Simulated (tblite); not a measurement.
Q: What does the GFN2-xTB structure of `O=[C]N/C=C\OC(F)(F)F` [radical] look like in three dimensions? (Doublet state.)

A: 
```
atom  x, y, z in Å
O1     3.9533   -0.0087    0.9063
C2     3.0843    0.4483    0.2194
N3     1.7959    0.1394    0.0922
C4     0.9415    0.7982   -0.7699
C5    -0.3457    0.5003   -0.9042
O6    -0.9090   -0.5411   -0.1362
C7    -2.1961   -0.7638   -0.3301
F8    -2.5929   -1.7560    0.4527
F9    -2.9714    0.2982   -0.0550
F10   -2.4965   -1.1050   -1.5944
H11    1.3667   -0.6164    0.6363
H12    1.3773    1.5949   -1.3514
H13   -1.0117    1.0123   -1.5763
```

Any rigid rotation of these coordinates is as good. Atoms count from 1 in this order. N3 (nitrogen bonded to 2 C and H) is planar (angles 123.2°, 121.7° and 115.1°, sum 360.0°, 0.00 Å off the plane of its three neighbours). The 3 C–O bonds span 1.198 Å (O1=C2, drawn double) to 1.411 Å (C5–O6, drawn single), a spread of 0.213 Å. The C–N distances run from 1.331 Å (C2–N3, drawn single) to 1.381 Å (N3–C4, drawn single), a spread of 0.050 Å. C2 (carbon bonded to N and O) is bent (angle 131.9°).

Bonds between heavy atoms (Å): O1=C2 1.198, C2–N3 1.331, N3–C4 1.381, C4=C5 1.328, C5–O6 1.411, O6–C7 1.321, C7–F8 1.325, C7–F9 1.343, C7–F10 1.344.

Structure optimised with GFN2-xTB, isolated species. This method treats the open shell by occupation alone, without spin polarisation.

Point group: Cs (every atom within 0.08 Å of its image). Its GFN2-xTB frequencies are all real (lowest 16 cm⁻¹). Torsions: O1–C2–N3–C4 180°, C2–N3–C4–C5 180°, C4–C5–O6–C7 180°.

One conformer stands for the species.

All values are computed, not measured.
